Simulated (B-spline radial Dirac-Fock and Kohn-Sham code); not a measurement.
**Binding energies of S⁴⁺ at several levels of theory**

System: S⁴⁺, configuration [Ne] 3s2.

The density-functional columns are spherical, spin-unpolarised Dirac-Kohn-Sham results without Breit or QED terms: −ε is minus the orbital energy of the initial state and ΔSCF the difference of two total energies. The reference in the last column comes from ΔSCF Dirac-Fock with Breit, self-energy and vacuum polarisation, finite nucleus, configuration average. All numbers are from a radial finite-basis atomic code, in eV; a selection of levels is shown.

| level | LDA −ε | LDA ΔSCF | PBE −ε | PBE ΔSCF | Dirac-Fock |
| --- | --- | --- | --- | --- | --- |
| 1s | 2459.1 | 2554.3 | 2467.8 | 2563.4 | 2548.7 |
| 2s | 270.2 | 291.0 | 271.1 | 292.0 | 302.1 |
| 2p1/2 | 217.0 | 239.7 | 217.0 | 239.7 | 237.2 |
| 2p3/2 | 215.7 | 238.3 | 215.7 | 238.3 | 236.0 |
| 3s | 66.06 | 73.43 | 65.92 | 73.24 | 70.80 |

Q: Order the estimates of the K (1s) level by their distance from the Dirac-Fock value, nearest first.
A. PBE −ε
B. LDA −ε
C. PBE ΔSCF
D. LDA ΔSCF

A: D (5.6 eV), C (14.7 eV), A (80.9 eV), B (89.6 eV).

For the outermost level NIST gives 72.5945 eV (measured); the differences from it are LDA −ε -6.54, LDA ΔSCF +0.84, PBE −ε -6.67, PBE ΔSCF +0.65, Dirac-Fock -1.80 eV.

Values without a named source are computed, but for edge energies of neutral atoms, which are taken from tables.
